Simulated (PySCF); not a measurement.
NMR problem set

PySCF 2.14 calculation with shieldings: GIAO PBE0/pcSseg-1 and geometry from GFN2-xTB; isolated molecule, one averaged value for each set of equivalent atoms, no relativistic terms, a single conformation.

Referencing at the same level of theory: TMS for 1H (σ = 31.72 ppm), 13C (σ = 186.93 ppm). Splittings of carbon signals by F and P are missing where no couplings were computed. Where no couplings were computed, multiplicities follow the n + 1 count of equivalent neighbours, and m marks all less simple cases (inequivalent or close neighbours, rings, F or P nearby). Shifts are as computed. Against solution values, carbons near 30 ppm lie about +3 ppm off and those near 130 ppm about +5 ppm. Of 1309 compounds with measured shifts, 239 miss one by over three times the rms of a fit or turn the order of signals round; such compounds aren't used in these exercises.

**Question.** C$_{3}$H$_{7}$FP$_{2}$Si. 1H NMR (400 MHz, computed): δ 2.15 (m, 2H), 1.67 (m, 4H), 1.28 (t, 1H). 13C{1H} NMR (computed): δ 83.6, 75.8, 12.4. Give a structure.

**Answer.** SMILES C#CC[Si](F)(P)P. 3 carbon signals for 3 carbons: no two carbons are equivalent. Carbon types of the structure: 1 × C, 1 × CH, 1 × CH2, leaving 4 H on heteroatoms. δC 83.6: alkyne carbon; sp carbons lie upfield of alkene carbons because the cylindrical π system leaves one tensor component strongly shielded. δC 75.8: terminal alkyne carbon; sp carbons lie upfield of alkene carbons because the cylindrical π system leaves one tensor component strongly shielded. δH 1.67: hydrogen on a phosphorus bonded to Si. δH 1.28: hydrogen on a terminal alkyne carbon; it lies on the axis of the triple bond, in its shielding cone.

This is the structure that produced the data.

**Question.** C$_{3}$H$_{12}$N$_{2}$Si$_{2}$. 1H NMR (300 MHz, computed): δ 8.63 (q, 1H), 5.31 (s, 2H), 4.68 (s, 3H), 3.08 (s, 3H), 2.09 (d, 3H). 13C{1H} NMR (computed): δ 177.0, 33.2, 31.4. Identify the compound.

**Answer.** SMILES C/C=N\[SiH2]N(C)[SiH3]. The formula gives 1 degree of unsaturation (no ring in the answer). 3 carbon signals for 3 carbons: no two carbons are equivalent. Carbon types of the structure: 1 × CH, 2 × CH3, leaving 5 H on heteroatoms. δC 177.0: C=N carbon. δC 33.2: methyl carbon bonded to N; deshielded by the electronegative neighbour. δC 31.4: methyl carbon; saturated and bonded to C and H only. δH 8.63: hydrogen on a C=N carbon.

The data come from this structure; uniqueness wasn't tested.

**Question.** C$_{6}$H$_{16}$N$_{2}$Si. 1H NMR (400 MHz, computed): δ 8.94 (q, 1H), 2.46 (s, 6H), 2.15 (d, 3H), 0.10 (s, 6H). 13C{1H} NMR (computed): δ 183.5, 39.4, 30.3, -1.4. Give a structure.

**Answer.** SMILES C[Si](/N=C\C)(C)N(C)C. The formula gives 1 degree of unsaturation (no ring in the answer). 4 carbon signals for 6 carbons: some carbons are equivalent by symmetry or fast rotation. Carbon types of the structure: 1 × CH, 5 × CH3, which accounts for all hydrogens. δC 183.5: C=N carbon. δC 30.3: methyl carbon; aliphatic region, no heteroatom directly attached. δH 8.94: hydrogen on a C=N carbon. δH 2.46: hydrogen on a methyl carbon bonded to N; its carbon carries N, which withdraws density.

This is the structure that produced the data.
